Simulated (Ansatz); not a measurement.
Reactions of CH6GeOS, SMILES `C[S][GeH2][OH]`.

Computed with Ansatz on PBE0-D4/def2-TZVP structures; ΔE is electronic, products minus reactants. CBS: MP2 limit from def2 TZ/QZ plus the TZ coupled-cluster correction, frozen cores. This one scheme is used for every species. DFT in def2-TZVPP. Elements past krypton have def2 core potentials. For Ge, I, Se, Te outer-core shells are correlated without core-valence functions, which leaves a few kJ/mol of doubt a bond. Scalar relativity is left out up to krypton. Each species was taken in one conformer, which may not be the lowest.

```csv
reaction,CCSD(T)/CBS(def2) (kJ/mol)
`C[S][GeH2][OH]` + H₂Te → `[OH][GeH2][TeH]` + CH₃SH,?
`C[S][GeH2][OH]` + H₂O → `[OH][GeH2][OH]` + CH₃SH,16
`C[S][GeH2][OH]` + HI → `[OH][GeH2][I]` + CH₃SH,-39
`C[S][GeH2][OH]` + `[F][AlH][SeH]` → `C[Se][AlH][F]` + `[OH][GeH2][SH]`,-5
`C[S][GeH2][OH]` + `CC[SiH](O)F` → `[OH][GeH2][SiH](O)F` + `CCSC`,?
`C[S][GeH2][OH]` + `N[SiH3]` → `[OH][GeH2][NH][SiH3]` + CH₃SH,20
```

(1) Fill in the missing values. (Estimate.)

Largest T1 diagnostic: 0.012, for `[OH][GeH2][SiH](O)F`.

Answers

(1) Computed: `C[S][GeH2][OH]` + H₂Te → `[OH][GeH2][TeH]` + CH₃SH: -19.2 kJ/mol; `C[S][GeH2][OH]` + `CC[SiH](O)F` → `[OH][GeH2][SiH](O)F` + `CCSC`: +95.7 kJ/mol.
